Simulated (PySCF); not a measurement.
# Static response to an electric field

C6H6F2O.
Structure used (GFN2-xTB), in Å, numbered top down from 1:
```
atom  x, y, z in Å
F1     2.9153   -0.9190   -0.1212
C2     2.3102    0.3025   -0.0584
C3     0.8115    0.1735   -0.0338
C4     0.1482   -0.9790   -0.0498
C5    -1.3436   -1.0357    0.0191
F6    -1.7244   -1.6421    1.2325
C7    -1.9155    0.3449   -0.0334
C8    -1.1375    1.4197   -0.0176
O9     0.2192    1.4033   -0.0255
H10    2.6326    0.8747   -0.9362
H11    2.6645    0.7994    0.8525
H12    0.6874   -1.9112   -0.0540
H13   -1.7717   -1.6991   -0.7473
H14   -2.9873    0.4446   -0.0235
H15   -1.5135    2.4316   -0.0255
```

Level: PBE0/def2-SVPD (PySCF), static field, nuclei fixed, core orbitals frozen in the response. The polarisability tensor in these axes (au):

```
x   86.10  6.38 -1.32
y    6.38 80.00 -1.45
z   -1.32 -1.45 52.97
```

Give the principal values, the mean and the anisotropy Δα = √{½[(α1 − α2)² + (α2 − α3)² + (α1 − α3)²]}.

Principal values 52.86, 75.99 and 90.22 au; mean 73.02 au = 10.82 Å³ = 12.04 × 10⁻⁴⁰ C²·m²/J; Δα = 32.66 au (45 % of the mean).

What is the dipole moment, and where does it point?

(-0.10, 2.27, -1.49) D, 2.71 D in size, pointing from the negative to the positive side. Measured along this direction, the outermost atoms are F6 at the negative end and H15 at the positive end.

Form Σ f/ω² (atomic units) for the 6 lowest TDDFT singlets, given as eV and f, and set it beside the mean polarisability, which is this sum over all singlets: 5.93, 0.0408; 6.40, 0.0399; 6.74, 0.0180; 7.19, 0.0015; 7.46, 0.0847; 7.52, 0.0307.

They add up to 3.42 au, 4.7 % of the 73.02 au; the largest single term is 1.13 au, from the state at 7.46 eV. Terms in order: 0.86, 0.72, 0.29, 0.02, 1.13, 0.40 au. Higher excitations give the rest. The strengths listed sum to 0.216.

What depolarisation ratio follows for Rayleigh scattering of linearly polarised light, taking the static tensor?

ρ = 3Δα²/(45ᾱ² + 4Δα²) = 3199.4/(239957 + 4265.8) = 0.0131.

Traceless (Buckingham) quadrupole moment about the centre of nuclear charge: eigenvalues?

-7.79, 1.66, 6.13 D·Å. The values depend on the origin, since the dipole doesn't vanish. The electronic extent ⟨r²⟩ about the same centre is 1222 bohr², a root-mean-square distance of 2.24 Å for the 68 electrons.

One conformer (not necessarily the lowest) at the GFN2-xTB geometry, without solvent, vibrations or thermal averaging.
